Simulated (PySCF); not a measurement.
PbBr, SMILES [Pb][Br] (connectivity only; charge and spin as stated), neutral, multiplicity 2.

Coordinates come from a B3LYP-D3(BJ)/def2-TZVP optimisation. The spin state was assumed, not searched. The def2 effective core potentials stand for the cores of Pb; spin–orbit coupling is left out.

All values below come from M06-2X/def2-TZVPD (PySCF).

Gas-phase values at a fixed geometry.

```yaml
total_energy: -2766.99201 hartree
point_group: C∞v
"α spin, highest occupied and lowest empty level": -5.97 and -2.28 eV
"β spin, highest occupied and lowest empty level": -8.96 and -2.29 eV
dipole_moment: 4.15 D
"⟨S²⟩": 0.756 (pure state 0.75)
```
